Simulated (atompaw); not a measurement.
# Logarithmic derivatives: germanium, PAW (atompaw)

```
Element                 : Ge (Z = 32)
Generator               : atompaw 4.2.0.5
Type                    : PAW
Functional              : PBE
Relativity              : scalar-relativistic
Frozen core             : [Ar]
Valence charge          : 14
Reference configuration : 3d10 4s2 4p1.5 (charge +0.5)
Partial waves           : 4s (bound): rc 2.45 bohr; 4s channel at -0.6 Ry: rc 2.45 bohr; 4p (bound): rc 2.45 bohr; 4p channel at 0.4 Ry: rc 2.45 bohr; 3d (bound): rc 1.20 bohr; 3d channel at 1.15 Ry: rc 1.20 bohr; 4f channel at 0.4 Ry: rc 2.45 bohr; 4f channel at 1.5 Ry: rc 2.15 bohr
Local potential         : bessel scheme, radius 2.30 bohr
Core correction         : smooth core density matched at 1.60 bohr
Augmentation charge     : gaussian compensation charge, radius 2.35 bohr; PAW radius 2.45 bohr; waves and projectors: custom polynom2 7 10 vanderbiltortho
```

The phase is arctan(r·u′/u) with u = r·R(r), unwrapped; energies in Ry, scanned from -4 to 5 Ry. A pole is an energy at which the radial function vanishes at the test radius. The pseudo phase is shifted by a multiple of π to meet the all-electron one at the reference energy, and phase errors are pseudo minus all-electron; the curves can meet again beyond the range given. Levels narrower than the energy grid can be missing from the lists of poles.

Problem. For each channel, where are the poles, and over which energies does the pseudopotential scatter like the atom?

Solution.

```
channel  radius (bohr)  reference energy (Ry)  poles, all-electron  poles, pseudo  unbroken range about the reference energy with phases within 0.05 rad  phase error 1 Ry above the reference energy (rad)
      s           2.47                  -1.15                -0.03          -0.03                                                              below 2.4                                             -0.000
      p           2.47                  -0.54                 1.17           1.17                                                              below 4.7                                             -0.000
      d           2.47                  -2.47          -2.44, 3.29    -2.44, 3.44                                                              below 4.8                                             +0.003
      f           2.47                   0.40                 4.76           4.78                                                        the whole range                                             +0.000
```

Phases in the p channel:

```json
{"E (Ry)": "-4.00", "all-electron": "1.335", "pseudo": "1.336"}
{"E (Ry)": "-3.76", "all-electron": "1.325", "pseudo": "1.325"}
{"E (Ry)": "-3.52", "all-electron": "1.313", "pseudo": "1.313"}
{"E (Ry)": "-3.28", "all-electron": "1.300", "pseudo": "1.300"}
{"E (Ry)": "-3.04", "all-electron": "1.284", "pseudo": "1.284"}
{"E (Ry)": "-2.80", "all-electron": "1.264", "pseudo": "1.264"}
{"E (Ry)": "-2.56", "all-electron": "1.241", "pseudo": "1.241"}
{"E (Ry)": "-2.32", "all-electron": "1.212", "pseudo": "1.212"}
{"E (Ry)": "-2.08", "all-electron": "1.174", "pseudo": "1.174"}
{"E (Ry)": "-1.84", "all-electron": "1.123", "pseudo": "1.123"}
{"E (Ry)": "-1.60", "all-electron": "1.051", "pseudo": "1.051"}
{"E (Ry)": "-1.36", "all-electron": "0.942", "pseudo": "0.942"}
{"E (Ry)": "-1.12", "all-electron": "0.758", "pseudo": "0.758"}
{"E (Ry)": "-0.88", "all-electron": "0.424", "pseudo": "0.424"}
{"E (Ry)": "-0.64", "all-electron": "-0.138", "pseudo": "-0.138"}
{"E (Ry)": "-0.40", "all-electron": "-0.715", "pseudo": "-0.715"}
{"E (Ry)": "-0.16", "all-electron": "-1.065", "pseudo": "-1.065"}
{"E (Ry)": "0.08", "all-electron": "-1.258", "pseudo": "-1.258"}
{"E (Ry)": "0.32", "all-electron": "-1.374", "pseudo": "-1.374"}
{"E (Ry)": "0.56", "all-electron": "-1.452", "pseudo": "-1.452"}
{"E (Ry)": "0.80", "all-electron": "-1.508", "pseudo": "-1.508"}
{"E (Ry)": "1.04", "all-electron": "-1.551", "pseudo": "-1.551"}
{"E (Ry)": "1.28", "all-electron": "-1.587", "pseudo": "-1.587"}
{"E (Ry)": "1.52", "all-electron": "-1.619", "pseudo": "-1.619"}
{"E (Ry)": "1.76", "all-electron": "-1.647", "pseudo": "-1.647"}
{"E (Ry)": "2.00", "all-electron": "-1.675", "pseudo": "-1.675"}
{"E (Ry)": "2.24", "all-electron": "-1.702", "pseudo": "-1.702"}
{"E (Ry)": "2.48", "all-electron": "-1.730", "pseudo": "-1.730"}
{"E (Ry)": "2.72", "all-electron": "-1.762", "pseudo": "-1.762"}
{"E (Ry)": "2.96", "all-electron": "-1.797", "pseudo": "-1.797"}
{"E (Ry)": "3.20", "all-electron": "-1.839", "pseudo": "-1.839"}
{"E (Ry)": "3.44", "all-electron": "-1.892", "pseudo": "-1.893"}
{"E (Ry)": "3.68", "all-electron": "-1.961", "pseudo": "-1.963"}
{"E (Ry)": "3.92", "all-electron": "-2.059", "pseudo": "-2.063"}
{"E (Ry)": "4.16", "all-electron": "-2.207", "pseudo": "-2.215"}
{"E (Ry)": "4.40", "all-electron": "-2.447", "pseudo": "-2.466"}
{"E (Ry)": "4.64", "all-electron": "-2.841", "pseudo": "-2.882"}
{"E (Ry)": "4.88", "all-electron": "-3.363", "pseudo": "-3.419"}
```
